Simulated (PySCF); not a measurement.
O₃W, SMILES [O]=[W](=[O])=[O] (connectivity only; charge and spin as stated), charge +1, multiplicity 2.

Geometry: B3LYP-D3(BJ)/def2-TZVP. The multiplicity is an assumed one; other spin states were not compared. The isomer is the one that the SMILES or the coordinates give; other isomers of the formula were not compared. The def2 effective core potentials stand for the cores of W; spin–orbit coupling is left out.

Level of theory: B3LYP-D3(BJ)/def2-TZVP in PySCF.

Frequencies are harmonic and unscaled.

Computed normal modes with their intensities:
```tsv
mode	ν (cm⁻¹)	IR (km/mol)	moving atoms (share of kinetic energy)
1	130	3.7	O 93 %
2	260	11.5	O 88 %, W 12 %
3	350	2.5	O 92 %
4	623	1.2	O 90 %, W 10 %
5	864	2.5	O 92 %, W 8 %
6	1040	2.7	O 95 %
```
